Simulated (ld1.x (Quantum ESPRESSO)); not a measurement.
# Pr: excitation energies, all-electron against ultrasoft

ld1.x (Quantum ESPRESSO) 7.5 input, shortened:

```
&input
   title='Pr', zed=59., rel=1, dft='WC', iswitch=3,
   config='[Xe] 4f3 5d0 6s0.5 6p0'
 /
 &inputp
   pseudotype=3, tm=.true., lloc=-1, rcloc=1.90,
   nlcc=.true., rcore=1.10,
   which_augfun='PSQ', rmatch_augfun_nc=.true.
 /
8
5S  1  0   2.00   0.00  1.95  2.40  0.0
6S  2  0   0.50   0.00  1.95  2.40  0.0
5P  2  1   6.00   0.00  2.25  2.60  0.0
6P  3  1   0.00   0.00  2.25  2.60  0.0
5D  3  2   0.00   0.00  2.85  3.20  0.0
5D  3  2   0.00   4.20  2.85  3.20  0.0
4F  4  3   3.00   0.00  1.25  1.70  0.0
4F  4  3   0.00   0.50  1.25  1.70  0.0
 &test
   configts(1)='4f3 5s2 5p6 5d0 6s0.5 6p0'
 /
```

Energies are relative to the spin-unpolarised reference configuration 4f3 5s2 5p6 5d0 6s0.5 6p0; without spin polarisation the order of configurations can differ from experiment. Not all tests gave a result: test run stopped at test 5 of 7 (negative rho).

Its overlap operator is not positive definite in a basis up to 400 Ry (lowest eigenvalue p -0.0012), so the file is unfit for use: the generalised eigenproblem breaks down once the basis is large enough, and its test numbers describe a broken file.

```json
{"valence configuration": "4f3 5s2 5p6 5d0 6s2 6p0", "charge": "0", "ΔE all-electron (eV)": "-10.323", "error AE − PS (meV)": "-2.1"}
{"valence configuration": "4f3 5s2 5p6 5d0 6s1 6p0", "charge": "+1", "ΔE all-electron (eV)": "-4.599", "error AE − PS (meV)": "+0.4"}
{"valence configuration": "4f3 5s2 5p6 5d0 6s0 6p0", "charge": "+2", "ΔE all-electron (eV)": "5.870", "error AE − PS (meV)": "-3.8"}
{"valence configuration": "4f3 5s2 5p6 5d0 6s0 6p2", "charge": "0", "ΔE all-electron (eV)": "-5.674", "error AE − PS (meV)": "+1.1"}
```

Levels in the configuration 4f3 5s2 5p6 5d0 6s0 6p0:

```tsv
level	all-electron (eV)	pseudo (eV)
4f	-13.868	-13.826
5s	-51.811	-51.821
5p	-34.162	-34.172
```

The ghost test of this file was not conclusive.
